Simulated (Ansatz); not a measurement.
CH6BFOSi (`CBO[SiH2]F`), relaxed with RKS PBE-D4/def2-SVP in Ansatz from a rough embedded geometry. The force threshold is 0.03 eV/Å; the program also tests the step.

Total charge 0; spin multiplicity 1.

Start:

```xyz
11

C    -0.555    0.458   -1.554
B     0.011   -0.677   -0.707
O     1.152   -0.441    0.139
Si    0.583   -0.117    1.718
F     1.796    0.195    2.772
H    -0.465    0.228   -2.686
H     0.044    1.412   -1.412
H    -1.588    0.649   -1.351
H    -0.424   -1.734   -0.776
H    -0.279   -1.156    2.230
H    -0.276    1.183    1.628
```

Q: How much energy does the relaxation release, and in how many steps? (An estimate is asked.)

A: Computed: 84.32 kJ/mol, in 18 steps.

Q: Which bonds change most? (An estimate is asked.)

A: Ansatz gave: B2–H9 from 1.145 to 1.229 Å; Si4–H11 from 1.560 to 1.493 Å; B2–O3 from 1.440 to 1.374 Å; Si4–H10 from 1.445 to 1.497 Å.

Q: Give the relaxed structure. (Estimate.)

A: Ansatz gave: 
```xyz
11

C    -0.451    0.427   -1.977
B    -0.275   -0.282   -0.593
O     0.183    0.420    0.495
Si    0.516   -0.103    2.057
F     2.138   -0.176    2.224
H     0.151   -0.102   -2.749
H    -0.172    1.499   -1.974
H    -1.505    0.326   -2.321
H    -0.544   -1.471   -0.444
H    -0.042   -1.474    2.285
H     0.001    0.937    2.997
```
